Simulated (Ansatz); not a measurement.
C2H9GaN, charge +2, doublet, at a GFN2-xTB geometry of the parent state (such geometries of metal compounds can be far from the true shape) (a state made from the parent by changing its charge; the spin is typed, not shown lowest); CAM-B3LYP/6-31G (Ansatz, a quantum-chemistry and plane-wave program).

The Ansatz input:
Ansatz 0.2 input:
```yaml
crystal:
  periodic: [false, false, false]
  atoms:
    - {symbol: Ga, position_ang: [0.35565171, 0.12567504, 0.45849011]}
    - {symbol: C, position_ang: [1.05725161, 1.02823073, -1.36726847]}
    - {symbol: H, position_ang: [1.88170245, 0.47457811, -1.82071374]}
    - {symbol: H, position_ang: [1.40219734, 2.04652231, -1.17838924]}
    - {symbol: H, position_ang: [0.23567631, 1.07971697, -2.08591315]}
    - {symbol: C, position_ang: [-1.70779912, 0.52504554, 0.93187866]}
    - {symbol: H, position_ang: [-2.19629358, -0.32323370, 1.41539074]}
    - {symbol: H, position_ang: [-2.24749798, 0.75945946, 0.01096043]}
    - {symbol: H, position_ang: [-1.79289149, 1.38537280, 1.59821234]}
    - {symbol: N, position_ang: [-0.39654347, -1.79393875, -0.88360141]}
    - {symbol: H, position_ang: [-1.12887412, -1.35294866, -1.43124050]}
    - {symbol: H, position_ang: [-0.80548007, -2.58436714, -0.39589015]}
    - {symbol: H, position_ang: [0.30534776, -2.14311248, -1.52806115]}
basis:
  gaussian:
    orbitals: 6-31G
hamiltonian:
  xc: cam_b3lyp
total_charge: 2
magnetization: {spin_polarized: false, initial_magnetization: 1}
```

The log (banner, timings and long lists left out):

```
Functional definition: CAM-B3LYP
924 factors; integrals over basis functions are off by at most 2.2e-4 eV
347 factors; integrals over basis functions are off by at most 6.0e-6 eV
mean field evaluation 1: about -56039.8140 eV, gradient 9.0e1 eV
mean field evaluation 2: about -56039.9473 eV, gradient 9.0e1 eV
mean field evaluation 4: about -56055.9489 eV, gradient 3.1e1 eV
mean field evaluation 8: about -56058.3078 eV, gradient 1.1e0 eV
mean field evaluation 16: about -56058.3238 eV, gradient 2.6e-3 eV
mean field evaluation 32: about -56058.1008 eV, gradient 1.4e0 eV
mean field -56058.32381226 eV, -2060.1054024038 hartree, gradient 1.7e-5 eV, S^2 0.750000; 2 other end points of the search recorded, 0 dependent functions left out
reference -56058.32393421 eV, -2060.1054068856 hartree; 29, 28 occupied and 45, 46 virtual orbitals, 924 factors
Total energy: -56058.32393421 eV, -2060.1054068856 hartree
```
